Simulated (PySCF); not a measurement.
Si(F)(OH) (FHOSi), SMILES O[Si]F (connectivity only; charge and spin as stated), neutral, multiplicity 1. Atoms are numbered in the order given.

```xyz
4

Si     0.6093    -0.0381     0.0000
F     -0.4964    -1.2328     0.0000
O     -0.3443     1.3003     0.0000
H     -1.3072     1.2255     0.0000
```

Coordinates come from a B3LYP-D3(BJ)/def2-TZVP optimisation. The values are those of a single conformer.

Calculation: r2SCAN/def2-TZVPD in PySCF.

The molecule is in vacuum.

```
Property                                                                                                        Value
---------------------------------------------------------------------------------------------  ----------------------
total energy                                                                                       -465.22803 hartree
point group                                                                                                        Cs
highest occupied level                                                                                       -6.89 eV
lowest empty level                                                                                           -2.39 eV
orbital gap                                                                                                   4.49 eV
dipole moment                                                                                                  1.02 D
quadrupole, principal values (traceless, Buckingham form, about the centre of nuclear charge)   -5.98, 2.28, 3.70 D·Å
mean static polarisability                                                                       34.8 bohr³ (5.16 Å³)
polarisability, principal values                                                               33.0, 33.6, 37.9 bohr³
```
